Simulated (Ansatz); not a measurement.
`C[O][Mg][Br]` + H–F → `C[O][Mg][F]` + HBr at 400 K and 1 bar (ligand exchange at a Mg–Br bond).

Gas-phase electronic energies from Ansatz, PBE0-D4/def2-TZVP geometries. CCSD(T)/CBS adds triple-zeta CCSD(T) − MP2 to the extrapolated MP2 energy (def2 sets, frozen cores). This one scheme is used for every species. For Br, Mg outer-core shells are correlated without core-valence functions, which leaves a few kJ/mol of doubt a bond. Scalar relativity is left out up to krypton. Each species was taken in one conformer, which may not be the lowest.

| species | CCSD(T)/CBS energy (Eh) | H − E (kJ/mol) | S (J/(mol·K)) |
| --- | --- | --- | --- |
| `C[O][Mg][Br]` | -2888.35255 | 138.7 | 359.0 |
| H–F | -100.39570 | 36.5 | 182.2 |
| `C[O][Mg][F]` | -414.81589 | 139.9 | 334.7 |
| HBr | -2573.91920 | 27.6 | 207.2 |

H − E and S are ideal-gas, rigid-rotor, harmonic terms from PBE0-D4/def2-TZVP, for one conformer and one mirror image of each species. 1 Eh = 2625.50 kJ/mol, R = 8.31446 J/(mol·K).

Q: By hand: ΔE, ΔH, ΔS and ΔG.

A: ΔE = (-414.81589) + (-2573.91920) − (-2888.35255) − (-100.39570) = 0.01316 Eh = 34.6 kJ/mol. Δ(H − E) = 139.9 + 27.6 − 138.7 − 36.5 = -7.7, so ΔH = 26.9 kJ/mol. ΔS = 334.7 + 207.2 − 359.0 − 182.2 = 0.7 J/(mol·K). ΔG = 26.9 − 400 × (0.7)/1000 = 26.6 kJ/mol.

Q: By hand: the equilibrium constant, and the temperature at which ΔG would vanish if ΔH and ΔS stayed fixed.

A: log₁₀ K = −ΔG/(RT ln 10) = -3.5. ΔG = 0 at ΔH/ΔS = 38429 K, far beyond where these terms or the molecules hold.

The number of gas molecules stays the same, so ΔS is small and ΔH decides. A doubt of 5 kJ/mol in ΔE shifts log₁₀ K by 0.7 here. Other conformers and mirror images would add mixing entropy, several J/(mol·K) or more a flexible species. These are equilibria of isolated gas molecules and say nothing of rates. Largest T1 diagnostic: 0.012 (customary marks: 0.02 for closed shells, 0.045 for open ones).
